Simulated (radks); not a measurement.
The numbers below are computed, except where a source is named.
Numerical settings for the europium ion Eu26+, [Kr] 4d1. Code: a radial shooting solver on a logarithmic mesh with Libxc functionals. Model: scalar-relativistic Kohn-Sham, PBEsol, spin-polarised, spherical densities, finite nucleus; open shells are filled with parallel spins first (spin-orbit coupling, left out, can overturn this in heavy ions); Fermi nuclear charge, rms radius 5.1115 fm. The defaults (mesh step 0.008 in ln r, mesh end at 40 bohr or more with all orbitals vanishing there, Anderson mixing 0.5 over 9 steps, residual threshold near 1e-9 with the energy settled to 1e-9 hartree or 1e-11 of itself, here a cap of 82 iterations) give E = -10522.3912 hartree and 4d at -856.44 eV in 14 iterations. Run on one thread of a shared host, so times are rough (Arm Neoverse V2): 0.16 s of CPU time, 0.16 s wall, 14 iterations on 2189 mesh points. Changes against that run (0 stands for a change within the tolerance of the run):

setting                    iterations  converged  E (mhartree)  e(4d) (meV)  CPU (s)
mesh step in ln r 0.003            14        yes             0            0     0.39
mesh step in ln r 0.12              4         no      diverged            -     0.01
mesh step in ln r 0.05             14        yes       +0.0779      -0.0473     0.03
mesh end (bohr) 400                14        yes             0            0     0.16
mesh end (bohr) 5                  14        yes             0            0     0.15
residual threshold 1e-05           10        yes             0      +0.0383     0.13
residual threshold 0.1             10        yes             0      +0.0383     0.13
mixing 1                           13        yes             0            0     0.14
linear mixing, mixing 1            21        yes             0            0     0.23
linear mixing, mixing 0.2          82         no             0            0     0.77
mixing history 3                   15        yes             0            0     0.16
iteration cap 2                     2         no     +3.11e+04    -3.14e+05     0.03

No run marked as converged misses the energy by more than 1 mhartree. A mesh that ends early acts as a hard wall.
